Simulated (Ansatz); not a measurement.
`NB(Cl)[O][GeH3]` + CH₃OH → `NB(Cl)CO` + `[OH][GeH3]`  (formal exchange of groups at a B–O bond)

Program: Ansatz. Geometries: PBE0-D4/def2-TZVP. ΔE: electronic, gas phase. CCSD(T)/CBS adds triple-zeta CCSD(T) − MP2 to the extrapolated MP2 energy (def2 sets, frozen cores). This one scheme is used for every species. For Ge outer-core shells are correlated without core-valence functions, which leaves a few kJ/mol of doubt a bond. Scalar relativity is left out up to krypton. Each species was taken in one conformer, which may not be the lowest.

```csv
species,HF/CBS(def2) energy (Eh)
`NB(Cl)[O][GeH3]`,-2692.09344
CH₃OH,-115.10180
`NB(Cl)CO`,-654.48732
`[OH][GeH3]`,-2152.65893
```

Work out ΔE.

ΔE = (-654.48732) + (-2152.65893) − (-2692.09344) − (-115.10180) = 0.04899 Eh = +30.7 kcal/mol. CCSD(T)/CBS gives +26.1 kcal/mol.

Largest T1 diagnostic among the species: 0.012.

From PBE to PBE0 (25 % exact exchange), in def2-TZVPP and without D4, ΔE moves by +1.2 kcal/mol. In def2-TZVPP, CCSD(T) changes the Hartree–Fock value by −4.0 kcal/mol (the triples alone add −0.4 kcal/mol) and MP2 by −3.9 kcal/mol.
